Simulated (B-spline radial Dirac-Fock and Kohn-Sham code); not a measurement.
## N 1s: cross section and angular parameters

System: atomic nitrogen, [He] 2s2 2p3; threshold 409.9 eV (tabulated edge). Level of theory: Dirac-Hartree-Slater photoionisation with a Latter tail; cross sections with all multipoles, angular parameters from the dipole term and its interference with E2; an atomic code on a B-spline grid.

```
hν (eV)  σ (kb)      β      γ
    514     419  2.000  0.104
    697     196  2.000  0.273
    810     132  2.000  0.352
    812     132  2.000  0.353
   1090       ?      ?      ?
 1253.6    40.3  2.000  0.583
   1280    38.0  2.000  0.595
   1470    25.8  2.000  0.674
   2000    10.7  2.000  0.858
   2560    5.16  2.000  1.021
   2640    4.71  2.000  1.042
 2984.4    3.27  2.000  1.129
   3050    3.06  2.000  1.145
   3330    2.35  2.000  1.210
   3370    2.27  2.000  1.219
   3520    1.99  2.000  1.252
 8047.8   0.156  2.000  2.022
 9251.7   0.100  2.000  2.183
  12400  0.0394  2.000  2.556
  13600  0.0293  2.000  2.685
  15000  0.0214  2.000  2.827
```

Question: Give the values at 1090 eV.

Answer: σ = 59.4 kb, β = 2.000, γ = 0.507. For an s subshell δ is negligible.

Values without a named source are computed, but for edge energies of neutral atoms, which are taken from tables.
